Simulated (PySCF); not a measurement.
Compound: C₇H₁₁ClSSi.
Numbering: `[CH3:1][C:2](=[S:3])[C@:4]1([CH3:5])[CH:6]=[C:7]([Cl:8])[CH2:9][SiH2:10]1`

Structure used (GFN2-xTB), in Å, numbered top down from 1:
```xyz
21
C7H11ClSSi angstrom
C     -1.727   -1.261   -0.921
C     -1.635    0.106   -0.332
S     -2.988    0.939    0.038
C     -0.278    0.629   -0.048
C     -0.227    2.157   -0.037
C      0.750    0.094   -1.006
C      1.734   -0.656   -0.538
Cl     2.983   -1.295   -1.556
C      1.808   -0.986    0.918
Si     0.290   -0.108    1.669
H     -1.070   -1.954   -0.395
H     -1.404   -1.234   -1.963
H     -2.751   -1.623   -0.885
H     -0.921    2.556    0.698
H     -0.509    2.548   -1.014
H      0.777    2.501    0.198
H      0.669    0.369   -2.047
H      2.752   -0.633    1.332
H      1.800   -2.067    1.060
H     -0.687   -1.038    2.234
H      0.625    0.972    2.595
```

Definitions: NICS(0) = −σiso at the ring centroid; NICS(1) = −σiso and NICS(1)zz = −σzz at ±1 Å along the ring normal z. Level: GIAO PBE0/pcSseg-1 (PySCF, non-relativistic, gas phase) on the GFN2-xTB geometry, one conformer.

Ring bond lengths (Å), with Mayer bond orders in brackets: C4–C6 1.504 (0.98), C6–C7 1.323 (1.76), C7–C9 1.494 (1.03), C9–Si10 1.908 (0.87), Si10–C4 1.952 (0.76).

**Question.** Give the NICS values of each ring in ppm.

**Answer.** 
| ring | type | NICS(0) | NICS(1), two faces | NICS(1)zz, two faces | rms pucker (Å) | centre to ring atoms, mean (Å) |
| --- | --- | --- | --- | --- | --- | --- |
| C4–C6–C7–C9–Si10 | 5-membered ring with Si; formal bonds 1 double, 4 single | -2.7 | -1.8 / -2.6 | -1.8 / -0.8 | 0.01 | 1.38 |

**Question.** What can be read from them?

**Answer.** 
- C4–C6–C7–C9–Si10: mean NICS(1)zz -1.3 ppm, near zero. C4, C9, Si10 have four or more neighbours, so the value isn't read as a sign of a π ring current.

**Question.** How shielded are the nuclei of the rings and their hydrogens (means over atoms taken as equivalent)?

**Answer.** 
| atoms | environment | σ isotropic (ppm) |
| --- | --- | --- |
| C4 | sp3 carbon bound to silicon | 120.1 |
| C6 | alkene CH carbon | 42.5 |
| C7 | vinylic C–Cl carbon | 37.6 |
| C9 | sp3 carbon bound to silicon | 162.9 |
| Si10 | SiH2 silicon | 354.2 |
| H17 | vinylic hydrogen | 25.93 |
| H18 | methylene hydrogen | 29.58 |
| H19 | methylene hydrogen | 29.64 |
| H20 | Si–H hydrogen | 27.40 |
| H21 | Si–H hydrogen | 27.39 |

Time: 84 s; peak memory 1.1 GiB. Hardware: an Arm Neoverse V1 with one thread, shared host. This is the whole shielding run at PBE0/pcSseg-1, SCF included.
